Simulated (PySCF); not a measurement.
Two species compared at the same levels of theory.

First species: C₂H₁₂OSi₃.
Geometry (GFN2-xTB, Å), atoms numbered from 1 in this order:
```
atom  x, y, z in Å
C1    -2.8458   -0.2363   -0.1403
C2    -1.5642   -0.6802    0.5472
O3    -0.5873    0.3071    0.4138
Si4    1.0338    0.1707    0.5559
Si5    1.6303    2.3496    0.1005
Si6    1.8309   -1.5476   -0.7902
H7    -3.1973    0.6948    0.2965
H8    -2.6593   -0.0738   -1.1988
H9    -3.6128   -0.9974   -0.0265
H10   -1.2061   -1.6204    0.1076
H11   -1.7460   -0.8563    1.6150
H12    1.3281   -0.2106    1.9631
H13    0.9732    3.3991    0.8851
H14    3.0670    2.4830    0.3653
H15    1.4452    2.7281   -1.3054
H16    1.1936   -2.8574   -0.5783
H17    3.2666   -1.7715   -0.6005
H18    1.6414   -1.2745   -2.2216
```

Second species: C3H8OSSi2.
InChI=1S/C3H8OSSi2/c5-2-1-3(6)7-4-2/h3H,1,7H2,6H3/t3-/m0/s1

Levels: B3LYP/def2-SVPD for HOMO energy, LUMO energy, HOMO–LUMO gap and static isotropic polarisability; TDDFT B3LYP/def2-SVPD for lowest singlet excitation; TDA B3LYP/def2-SVPD for lowest triplet excitation (Tamm–Dancoff). Geometries: GFN2-xTB. Each structure is a single optimised conformer of the isolated species, non-relativistic unless stated; the electronic structure was computed with PySCF and density fitting.

Dipoles, sizes and rotational constants follow the conformer. The torsions of the flexible species, by atom-mapped SMILES:
- `[CH3:1][CH2:2][O:3][SiH:4]([SiH3:5])[SiH3:6]`: C1–C2–O3–Si4 -160°, C2–O3–Si4–Si5 179°

The conformers of `[SiH3][C@@H]1CC(=S)O[SiH2]1` aren't listed.

```
                                property  column X  column Y
                             HOMO energy  -6.11 eV  -7.50 eV
                             LUMO energy  -1.64 eV  -0.98 eV
                           HOMO–LUMO gap   4.47 eV   6.52 eV
               lowest singlet excitation   3.09 eV   5.59 eV
lowest triplet excitation (Tamm–Dancoff)   2.72 eV   5.02 eV
         static isotropic polarisability  110.9 au  118.2 au
```

Q: Which column belongs to which species?

A: Column X is the second species and column Y the first. The first has 18 atoms and 74 electrons, the second 15 and 78.

Q: How does each property change from the first species to the second?

A: HOMO energy +1.39 eV; LUMO energy -0.66 eV; HOMO–LUMO gap -2.05 eV; lowest singlet excitation -2.50 eV; lowest triplet excitation (Tamm–Dancoff) -2.30 eV; static isotropic polarisability -7.3 au.

On the first: The principal polarisabilities are 101.4, 119.5 and 133.6 au; their mean is the isotropic value. In wavenumbers S1 is 45100 cm⁻¹ (1 eV = 8065.54 cm⁻¹).

On the second: The principal polarisabilities are 91.4, 108.0 and 133.3 au; their mean is the isotropic value. In wavenumbers S1 is 24900 cm⁻¹ (1 eV = 8065.54 cm⁻¹).
